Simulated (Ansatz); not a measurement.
**CCSD(T) forces**

AlHICl (SMILES [Cl][AlH][I]), closed shell, displaced at random from its PBE0-D4/def2-TZVP minimum.

```
4
angstrom
Cl -1.9385 -0.0916 -0.5674
Al 0.0902 0.1791 -0.0815
I 1.1442 -1.9161 0.6790
H 0.6505 1.5250 -0.1454
```

Computed with Ansatz 0.2.0 (basis: def2-TZVPP); correlated methods freeze the cores. Filled d shells of the heavier atoms are correlated. Core potentials replace the inner electrons of the atoms past krypton. The def2 sets are not built for correlating such inner shells, so the correlated values are less sure here.

CCSD(T) forces from the calculation:
```tsv
atom	Fx	Fy	Fz (eV/Å)
Cl1	0.058	0.118	-0.054
Al2	-1.072	-1.884	0.167
I3	0.150	0.170	-0.031
H4	0.864	1.597	-0.082
```

(1) Which atom feels the largest CCSD(T) force, and how large is it?

No T1 diagnostic of these runs exceeds 0.008.

Results:

(1) Al2, 2.17 eV/Å, along (-0.49, -0.87, 0.08).

Root-mean-square difference of the force components from those of CCSD(T): PBE-D4 0.084; r2SCAN-D4 0.034; PBE0-D4 0.048; wB97M-V 0.058 eV/Å.

For scale, one of the runs: CCSD(T)/def2-TZVPP forces, 148 basis functions (an equivalent command: `ansatz run in.yaml --threads 2`). Time: 4.1 min of wall clock on 2 CPU threads; the host was shared. Peak host memory: 1.6 GiB.
